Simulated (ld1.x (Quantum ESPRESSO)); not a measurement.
# cadmium (Cd): one change to a PAW potential, before and after

ld1.x (Quantum ESPRESSO) 7.5 input, shortened:

```
&input
   title='Cd', zed=48., rel=1, dft='REVPBE', iswitch=3,
   config='[Kr] 4d10 5s1.75 5p0'
 /
 &inputp
   pseudotype=3, lpaw=.true., tm=.true., lloc=-2, rcloc=1.30,
   nlcc=.true., rcore=0.60,
   which_augfun='GAUSS', rmatch_augfun=0.85
 /
6
4S  1  0   2.00   0.00  1.40  1.60  0.0
5S  2  0   1.75   0.00  1.40  1.60  0.0
4P  2  1   6.00   0.00  1.30  1.70  0.0
5P  3  1   0.00   0.00  1.30  1.70  0.0
4D  3  2  10.00   0.00  1.20  1.35  0.0
4D  3  2   0.00   0.65  1.20  1.35  0.0
 &test
   configts(1)='4s2 4p6 4d10 5s1.75 5p0'
 /
```

All-electron outer shells of the reference configuration (revPBE, scalar-relativistic, ld1.x):

| shell | level (eV) | outermost node (bohr) | outermost maximum (bohr) |
| --- | --- | --- | --- |
| 3p | -603.27 | 0.14 | 0.32 |
| 3d | -395.61 | – | 0.27 |
| 4s | -107.95 | 0.43 | 0.79 |
| 4p | -69.00 | 0.43 | 0.84 |
| 4d | -13.75 | 0.42 | 0.98 |
| 5s | -7.30 | 1.06 | 2.32 |
| 5p | -2.53 | 1.19 | 3.17 |

Change: wave 4d channel at 0.65 Ry: rcut 1.20, rcutus 1.35 bohr becomes 4d channel at -0.11 Ry: rcut 1.20, rcutus 1.35 bohr.

Cutoffs: the cutoffs (Ry, on a coarse ladder) from which the occupation-weighted sum of valence levels, in a spherical-Bessel basis at the reference potential, stays within 10 and 1 mRy of its value at 400 Ry; they do not see the model core or the augmentation charge, which bear on the density cutoff. Errors are all-electron minus pseudo energies relative to the spin-unpolarised reference configuration.

Task: What does the change do?

Result: The potential gets neither clearly harder nor softer (70 Ry and 110 Ry → 70 Ry and 110 Ry); the errors of the 7 common tests hardly move; neither file shows a bound ghost.

```tsv
quantity	base	changed
cutoff, loose	70 Ry	70 Ry
cutoff, tight	110 Ry	110 Ry
bound ghosts	none	none
error for 4s2 4p6 4d10 5s2 5p0, meV [ΔE -1.61 eV]	+0.4	+0.4
error for 4s2 4p6 4d10 5s1 5p0, meV [ΔE 7.54 eV]	+0.8	+0.7
error for 4s2 4p6 4d10 5s0 5p0, meV [ΔE 24.50 eV]	+9.4	+8.3
error for 4s2 4p6 4d10 5s1.5 5p0, meV [ΔE 2.05 eV]	-0.1	-0.2
error for 4s2 4p6 4d8 5s0 5p0, meV [ΔE 116.41 eV]	-20	-19
error for 4s2 4p6 4d9 5s0 5p0, meV [ΔE 62.42 eV]	-5.7	-5.8
error for 4s2 4p6 4d10 5s0 5p2, meV [ΔE 8.01 eV]	+3.8	+3.6
s: phases at 1.84 bohr within 0.05 rad from the reference energy up to (Ry; the scan ends near 5)	to the end of the scan	to the end of the scan
p: phases at 1.84 bohr within 0.05 rad from the reference energy up to (Ry; the scan ends near 5)	1.5	1.5
d: phases at 1.84 bohr within 0.05 rad from the reference energy up to (Ry; the scan ends near 5)	to the end of the scan	to the end of the scan
lowest overlap eigenvalue by channel	s 0.10, p 0.11, d 0.91	s 0.10, p 0.11, d 0.95
```
